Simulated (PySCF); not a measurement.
Species: TiICl3 (singlet state).
Z-matrix (Å and degrees, PBE0-D3(BJ)/def2-SVP geometry), rows numbered from 1:
```
Ti
I   1  2.5334
Cl  1  2.1504  2  109.16
Cl  1  2.1528  2  109.72  3  -120.34
Cl  1  2.1498  2  109.42  3   119.55
```

Theory: PBE0-D3(BJ)/def2-SVP geometry optimisation, gas phase, def2 core potentials past Kr (PySCF 2.14.0).

Masses are those of the commonest isotopes; rigid-rotor values at the optimised geometry. 

**Question.** What are A, B and C (MHz)?

**Answer.** Ia = 431.64, Ib = 866.03, Ic = 867.91 u·Å²; 505379 MHz·u·Å²/I gives A = 1171, B = 583.6, C = 582.3 MHz.

**Question.** Classify the top.

**Answer.** A prolate symmetric top, as the point group C3v requires two equal moments; the computed ones differ by 0.22 % because the geometry is symmetric only within the optimiser's tolerance: κ = (2 × 583.6 − 1171 − 582.3)/(1171 − 582.3) = -1.00.

**Question.** Where do the R-branch lines fall?

**Answer.** The dipole of 0.45 D lies along the symmetry axis, so ΔK = 0 and J+1 ← J falls at 2B(J+1) for every K: 1.17 GHz, 2.33 GHz, 3.50 GHz, 4.66 GHz, 5.83 GHz for J = 0 to 4.

No frequency check. Zero-point vibration and centrifugal distortion are left out.

Time: 4.6 min of wall time; peak memory 0.47 GiB. Hardware: an AMD EPYC with one thread, no GPU, shared host with 64 logical CPUs at a one-minute load of 60. These figures are those of the optimisation.
